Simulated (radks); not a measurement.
The numbers below are computed, except where a source is named.
Te2+, 50 electrons, occupied as [Kr] 4d8 5s2 5p2 6s2 (not the ground configuration). Code: a radial shooting solver on a logarithmic mesh with Libxc functionals. Model: Dirac Kohn-Sham, BLYP, spin-unpolarised, spherical densities, point nucleus; open shells fill j = l - 1/2 first.

Normalised radial functions P(r) = r R(r) (large component), r in bohr:

r,4p1/2,4d5/2,5s1/2
0.001304,0.0042,0.0000,0.0329
0.002041,0.0076,0.0000,0.0477
0.003195,0.0143,0.0001,0.0676
0.005041,0.0281,0.0002,0.0925
0.007891,0.0550,0.0008,0.1174
0.01235,0.1067,0.0029,0.1318
0.01949,0.2000,0.0101,0.1131
0.0305,0.3357,0.0320,0.0347
0.04774,0.4668,0.0919,-0.1041
0.07531,0.4301,0.2315,-0.2131
0.1179,0.0164,0.4569,-0.1016
0.1845,-0.6059,0.6240,0.2233
0.2911,-0.5564,0.3635,0.2474
0.4556,0.5613,-0.4468,-0.2927
0.7131,1.3037,-1.1110,-0.3793
1.125,0.7471,-0.8996,0.4831
1.761,0.1431,-0.3219,0.8744
2.756,0.0068,-0.0427,0.3986
4.349,0.0000,-0.0013,0.0494
6.807,0.0000,0.0000,0.0011
10.65,0.0000,0.0000,0.0000

4p1/2: eigenvalue -164.63 eV, 2 radial nodes at r = 0.119, 0.375 bohr, <r> = 0.789 bohr, 90 % of the charge inside 1.15 bohr. 4d5/2: eigenvalue -82.506 eV, 1 radial node at r = 0.365 bohr, <r> = 0.930 bohr, 90 % of the charge inside 1.41 bohr. 5s1/2: eigenvalue -44.438 eV, 4 radial nodes at r = 0.0346, 0.137, 0.367, 0.895 bohr, <r> = 1.80 bohr, 90 % of the charge inside 2.58 bohr.
